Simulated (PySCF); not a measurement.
Geometry:
```csv
atom,x (Å),y (Å),z (Å)
N1,2.476,-0.663,1.722
C2,2.049,-0.552,0.670
C3,1.479,-0.396,-0.677
O4,1.232,0.940,-0.994
C5,-0.043,1.230,-0.463
C6,-0.779,-0.130,-0.519
C7,-1.539,-0.474,0.770
F8,-2.710,0.205,0.797
F9,-0.863,-0.108,1.879
O10,0.240,-1.073,-0.776
H11,2.178,-0.821,-1.410
H12,0.037,1.587,0.571
H13,-0.503,1.993,-1.089
H14,-1.504,-0.180,-1.341
H15,-1.754,-1.551,0.839
```

Geometry: GFN2-xTB; GIAO absolute shieldings from PySCF, gas phase, non-relativistic, averaged over equivalent atoms.

At LC-wPBE/pcseg-1 (165 basis functions, 46 s wall time on 1 thread of an Arm Neoverse V1, shared host):
| atoms | σ (ppm) |
| --- | --- |
| N1 | -14.3 |
| C7 | 78.0 |
| C2 | 81.9 |
| C3 | 103.8 |
| C6 | 118.8 |
| C5 | 135.3 |
| O10 | 255.0 |
| O4 | 267.0 |
| F8 | 335.3 |
| F9 | 336.6 |
| H15 | 25.56 |
| H11 | 26.34 |
| H12 | 27.18 |
| H13 | 27.39 |
| H14 | 27.67 |

Question: Estimate the result of repeating the calculation with PBE0/pcSseg-1.

Answer: 
| atoms | σ at PBE0/pcSseg-1 | change |
| --- | --- | --- |
| N1 | -43.6 | -29.3 |
| C7 | 66.5 | -11.5 |
| C2 | 68.3 | -13.6 |
| C3 | 91.0 | -12.8 |
| C6 | 107.4 | -11.4 |
| C5 | 121.0 | -14.3 |
| O10 | 229.6 | -25.4 |
| O4 | 242.1 | -24.9 |
| F8 | 318.4 | -16.9 |
| F9 | 320.5 | -16.1 |
| H15 | 25.25 | -0.31 |
| H11 | 25.92 | -0.42 |
| H12 | 26.96 | -0.22 |
| H13 | 27.25 | -0.14 |
| H14 | 27.35 | -0.32 |

The largest change is at N1 (nitrile nitrogen). Cost: 195 basis functions, 34 s wall time on 1 thread of an Arm Neoverse V1, shared host. The order of the carbon signals is the same at both levels.
